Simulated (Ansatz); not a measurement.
A made-up structure of CHBrCl (charge -1), singlet:

| atom | x (Å) | y (Å) | z (Å) |
| --- | --- | --- | --- |
| Cl1 | -1.4323 | 0.1133 | -0.2764 |
| C2 | 0.3020 | 0.0518 | -0.5759 |
| Br3 | 0.4814 | -1.1736 | 0.8056 |
| H4 | 0.6490 | 1.0085 | 0.0467 |

It is relaxed with PBE-D4/def2-SVPD and then PBE0-D4/def2-TZVPD (Ansatz 0.2.0). Atoms count as bonded within 1.22 times the sum of their covalent radii (H–H: 0.88 Å). The end point is not checked to be a true minimum.

Task: Does its bonding change? (A judgement: the text doesn't fix the answer.)

Result: By the calculation: Yes. Formed: none; broken: Cl1–Br3.

Where it ends: The first stage lowers the energy by 1.33 eV in 6 steps. It ends as CHBrCl ([Cl][CH][Br]), total charge -1:
```xyz
4
angstrom
Cl -1.5822 0.3109 -0.4189
C 0.2628 0.0607 -0.5440
Br 0.7366 -1.3201 0.9326
H 0.5828 0.9485 0.0303
```

Labels in which every atom is bracketed show which atoms are joined, not bond orders.

For scale, one of the runs: PBE0-D4/def2-TZVPD relaxation, 149 basis functions, launched by `ansatz run in.yaml --threads 2 --pin off --events-out ev --progress --plain --max-ram 4352MiB`. The run took about 27 s on 2 CPU threads of an Arm Neoverse V1 (shared host).
